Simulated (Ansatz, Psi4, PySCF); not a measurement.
Pair of molecules: C2H2 (SMILES C#C) (first 4 atoms) with CH5N (SMILES CN); geometry from B3LYP-D3(BJ)/def2-TZVP, rigid monomers moved along the line of their centres of mass till C2···H11 is 3.62 Å.
(charge 0, multiplicity 1):
```csv
atom,x (Å),y (Å),z (Å)
C,0.2561,-0.6522,0.0355
C,-0.0976,0.4239,0.4223
H,0.5681,-1.6084,-0.3081
H,-0.4164,1.3766,0.7690
C,-0.6047,0.5052,5.0980
N,0.5772,-0.3132,4.8426
H,-0.7470,0.6143,6.1746
H,-1.4855,-0.0038,4.7037
H,-0.5785,1.5152,4.6619
H,1.4118,0.1406,5.1933
H,0.7036,-0.4454,3.8462
```

Interaction energies are E(AB) − E(A) − E(B) at the monomers' geometry in the complex; basis-set methods are counterpoise corrected.

Frozen-core correlation.

Programs: Ansatz (Gaussian basis) for Hartree–Fock, density functionals and correlated methods; Psi4 for SAPT; PySCF for the dispersion terms. Each number belongs to the level named beside it.

```csv
level,interaction energy (kcal/mol)
PBE/def2-TZVPPD,-0.53
PBE-D4/def2-TZVPPD,-0.84
r2SCAN/def2-TZVPPD,-0.52
B3LYP/def2-TZVPPD,-0.23
B3LYP-D3(BJ)/def2-TZVPPD,-0.69
PBE0/def2-TZVPPD,(withheld)
PBE0-D4/def2-TZVPPD,(withheld)
CCSD/aug-cc-pVDZ,-0.59
SAPT0/jun-cc-pV(D+d)Z,-0.60
```

Problem. Some entries are withheld; supply them.

Solution. 
- PBE0/def2-TZVPPD, interaction energy (kcal/mol): -0.47
- PBE0-D4/def2-TZVPPD, interaction energy (kcal/mol): -0.80

Ansatz is an electronic-structure program.
